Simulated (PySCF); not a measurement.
Species: C8H9F2 (doublet state).
SMILES with atom numbers: `[F:1][C:2]([F:3])[C@@H:4]1[CH2:5][C@@H:6]2[CH:7]=[CH:8][C@H:9]1[CH2:10]2` (hydrogens: H11 on C4; H12, H13 on C5; H14 on C6; H15 on C7; H16 on C8; H17 on C9; H18, H19 on C10)

Structure used (PBE0-D3(BJ)/def2-SVP), in Å, numbered top down from 1:
```
atom  x, y, z in Å
F1     2.666    0.105    1.762
C2     1.901    0.835    0.955
F3     1.202    1.709    1.671
C4     1.164    0.059   -0.073
C5     0.300    0.902   -1.042
C6    -1.078    0.176   -0.995
C7    -1.647    0.457    0.378
C8    -0.918   -0.237    1.263
C9     0.132   -0.997    0.485
C10   -0.633   -1.283   -0.814
H11    1.932   -0.500   -0.631
H12    0.722    0.892   -2.057
H13    0.217    1.950   -0.724
H14   -1.731    0.401   -1.848
H15   -2.420    1.197    0.597
H16   -0.972   -0.181    2.351
H17    0.614   -1.840    0.996
H18    0.008   -1.655   -1.629
H19   -1.478   -1.970   -0.661
```

The calculation used PySCF, PBE0-D3(BJ)/def2-SVP geometry optimisation, gas phase.

Masses are those of the commonest isotopes; rigid-rotor values at the optimised geometry. The values belong to one conformer with, in the numbering `[F:1][C:2]([F:3])[C@@H:4]1[CH2:5][C@@H:6]2[CH:7]=[CH:8][C@H:9]1[CH2:10]2`, F1–C2–C4–C5 -178°.

Problem. What are A, B and C (MHz)?

Solution. Ia = 197.65, Ib = 456.62, Ic = 474.29 u·Å²; 505379 MHz·u·Å²/I gives A = 2557, B = 1107, C = 1066 MHz.

Problem. What kind of rotor is it?

Solution. A near-prolate asymmetric top; Ray's κ = -0.945.

Problem. What does the inertial defect say?

Solution. Not planar: Δ = Ic − Ia − Ib = -179.99 u·Å². For a rigid frame Δ = −2 Σ m c², so Σ m c² = 90.00 u·Å² lies off the ab plane: 19.22 from hydrogen and 70.78 from heavier atoms. The atom farthest from that plane is 2.33 Å away.

Problem. Where do the levels up to J = 2 lie, in cm⁻¹?

Solution. Above 0(0,0):
J = 1: 1(0,1) 0.0725, 1(1,1) 0.1208, 1(1,0) 0.1222
J = 2: 2(0,2) 0.2174, 2(1,2) 0.2644, 2(1,1) 0.2685, 2(2,1) 0.4136, 2(2,0) 0.4136
Those of J = 1 are B + C, A + C and A + B.

Problem. Which lines would a microwave search look for?

Solution. The dipole components are |μa| = 1.71 D, |μb| = 0.74 D, |μc| = 0.51 D. Intensities carry the squares of the components, which stand as 1.00 : 0.19 : 0.09 (a : b : c). Some lines, for components of 0.1 D or more:

```csv
type,branch,"J(Ka,Kc)",MHz,lower level (cm⁻¹)
c,Q,"5(1,5) ← 5(0,5)",1186,1.086
b,Q,"5(1,4) ← 5(0,5)",1804,1.086
c,Q,"2(2,1) ← 2(1,1)",4350,0.269
b,R,"4(1,3) ← 3(2,2)",4481,0.631
b,Q,"3(2,2) ← 3(1,3)",4536,0.480
b,R,"3(0,3) ← 2(1,2)",5104,0.264
b,R,"4(0,4) ← 3(1,3)",7330,0.480
b,Q,"4(3,1) ← 4(2,2)",7344,0.921
c,R,"4(1,3) ← 3(0,3)",10368,0.435
b,R,"5(1,5) ← 4(0,4)",12030,0.724
c,R,"4(2,2) ← 3(1,2)",12991,0.488
c,Q,"5(5,1) ← 5(4,1)",13235,1.872
c,R,"4(3,2) ← 3(2,2)",16045,0.631
c,R,"4(4,0) ← 3(3,0)",18984,0.876
c,R,"4(4,1) ← 3(3,1)",18985,0.876
b,R,"5(4,1) ← 4(3,2)",21157,1.166
b,R,"5(5,0) ← 4(4,1)",24098,1.510
```

Problem. Estimate the classical rotational partition function at 10 K, 200 K and 298.15 K.

Solution. Point group C1, symmetry number σ = 1; q = (√π/σ)·√((kT/h)³/(ABC)), k/h = 20836.6 MHz/K: 3070 at 10 K, 275000 at 200 K, 500000 at 298.15 K.

For this open shell read J as N, the rotation without spin; fine and hyperfine splittings come on top. Stationary, but not proved a minimum. ⟨S²⟩ = 0.753 (exact for a doublet: 0.75). Constants of a rigid frame at the computed geometry: no zero-point averaging, no centrifugal distortion.
